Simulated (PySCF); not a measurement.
C2H5Si, SMILES [CH2][Si]C (connectivity only; charge and spin as stated), neutral, multiplicity 2. Atoms are numbered in the order given.

```xyz
8

C     -0.3919     1.5673     0.0000
Si     0.5018     0.1218     0.0000
C     -0.3047    -1.5786     0.0000
H      0.0606     2.5511     0.0000
H     -1.4793     1.5432     0.0000
H     -1.3888    -1.4328     0.0000
H     -0.0192    -2.1492    -0.8855
H     -0.0192    -2.1492     0.8855
```
Charge 0, spin multiplicity 2.

Geometry optimised at ωB97X-D3(BJ)/def2-TZVP. The isomer is the one that the SMILES or the coordinates give; other isomers of the formula were not compared.

Method: M06-2X/def2-TZVPD run with PySCF.

Mulliken values depend strongly on the basis, most of all with diffuse functions as here. ESP charges are fitted to the potential on shells at 1.4 to 2.0 van der Waals radii. Atomic charges (e):

```
atom  Mulliken  ESP fit  Mulliken spin
----  --------  -------  -------------
C1       -0.48    -0.95          -0.08
Si2       0.16     0.42           0.95
C3       -0.88    -0.72           0.12
H4        0.21     0.28          -0.01
H5        0.16     0.30           0.05
H6        0.27     0.24           0.01
H7        0.28     0.21          -0.02
H8        0.28     0.21          -0.02
```
